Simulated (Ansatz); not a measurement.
One change: `OBCS[SiH3]` becomes `OBCO`.

Ansatz, PBE0-D4/def2-TZVP geometries, multiplicity 1. Each molecule was computed in one conformer, which needn't be the lowest.

| property | `OBCS[SiH3]` |
| --- | --- |
| HOMO energy (ωB97M-V/def2-TZVPP) / eV | -9.08 |
| ideal-gas entropy at 298 K and 1 bar (rigid rotor, harmonic PBE0-D4/def2-TZVP) / J/(mol·K) | 379 |
| size of the dipole moment (ωB97M-V/def2-TZVPP) / D | 1.84 |
| LUMO energy (PBE/def2-TZVPP) / eV | -1.52 |
| size of the dipole moment (B3LYP/def2-TZVPP) / D | 1.85 |
| HOMO energy (PBE/def2-TZVPP) / eV | -5.68 |

Question: What does the change do to each property? (An estimate is asked.)

Answer: Computed: 
```csv
property,`OBCO`,shift
HOMO energy (ωB97M-V/def2-TZVPP) / eV,-10.11,-1.03
"ideal-gas entropy at 298 K and 1 bar (rigid rotor, harmonic PBE0-D4/def2-TZVP) / J/(mol·K)",295,-84
size of the dipole moment (ωB97M-V/def2-TZVPP) / D,3.03,1.19
LUMO energy (PBE/def2-TZVPP) / eV,-1.11,0.41
size of the dipole moment (B3LYP/def2-TZVPP) / D,3.01,1.16
HOMO energy (PBE/def2-TZVPP) / eV,-5.99,-0.31
```

With PBE0 the HOMO falls by 0.78 eV and the LUMO rises by 0.43 eV, so the gap widens by about 1.21 eV. PBE moves the HOMO by -0.31 eV and ωB97M-V by -1.03 eV. The zero-point energy changes by -32.8 kJ/mol with -9 modes. Dipoles are sizes alone; their direction can turn. Modes under 60 cm⁻¹, often nearly free rotors, make the harmonic entropy too high.

B3LYP here is the variant with VWN-RPA as its local correlation; programs differ in this.
